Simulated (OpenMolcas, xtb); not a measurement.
## CH3BN2 (SMILES BN=C=N): methods side by side

The species is CH3BN2 (7 atoms), meant as a singlet with charge 0. SMILES: `BN=C=N`. The shape is that of a GFN2-xTB optimisation.

Each level gives the dipole moment (D). The values are calculated.

| level | kind | program | value (D) | CPU time |
| --- | --- | --- | --- | --- |
| GFN2-xTB | semi-empirical | xtb | 1.66 | under 2 s |
| GFN0-xTB | semi-empirical | xtb | 1.73 | under 2 s |
| GFN1-xTB | semi-empirical | xtb | 2.02 | under 2 s |
| HF/STO-3G | Hartree–Fock | OpenMolcas | 1.77 | 1.9 s |
| HF/3-21G | Hartree–Fock | OpenMolcas | 2.22 | 2.2 s |
| HF/def2-SVP | Hartree–Fock | OpenMolcas | 1.85 | 4.6 s |
| PBE/cc-pVDZ | GGA | OpenMolcas | 2.01 | 26 s |
| B3LYP/6-31G* (spherical functions) | global hybrid | OpenMolcas | 1.91 | 19 s |
| B3LYP/6-31G* (Cartesian functions) | global hybrid | OpenMolcas | 1.90 | 20 s |
| M06-2X/def2-SVP | hybrid meta-GGA | OpenMolcas | 1.88 | 28 s |

The values span 1.66 to 2.22 D. Sets without polarisation functions give poor dipoles. Without the sets that lack polarisation functions the rows with a basis span only 1.85 to 2.01 D. Times are those of the runs behind each value, whatever else they computed, on shared processors of several kinds: orders of magnitude only.
